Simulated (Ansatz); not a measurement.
All numbers were calculated with Ansatz.

A structure relaxed at PBE0-D4/def2-TZVP, charge 0, multiplicity 1:

Cartesian coordinates in Å:
```
Si 0.3445 1.4010 0.9193
C 0.2235 -0.1523 -0.0677
C 0.6069 -1.3584 -0.3890
C -0.5840 -0.8958 -1.0657
Br -2.3446 -1.6065 -0.5542
H -0.8950 1.5422 1.7202
H 1.5316 1.3367 1.8062
H 0.4681 2.5462 -0.0165
H 1.2864 -2.1806 -0.2363
H -0.6373 -0.6325 -2.1162
```

Problem. Give its formula and SMILES.

Solution. C3H5BrSi, `[SiH3]C1=CC1Br`.

Problem. Summarise the bond lengths by kind.

Solution. 1 × C–Si 1.844 Å; 3 × H–Si 1.483 to 1.484 Å; 3 × C–C 1.306 to 1.484 Å; 2 × C–H 1.077 to 1.084 Å; 1 × Br–C 1.966 Å.
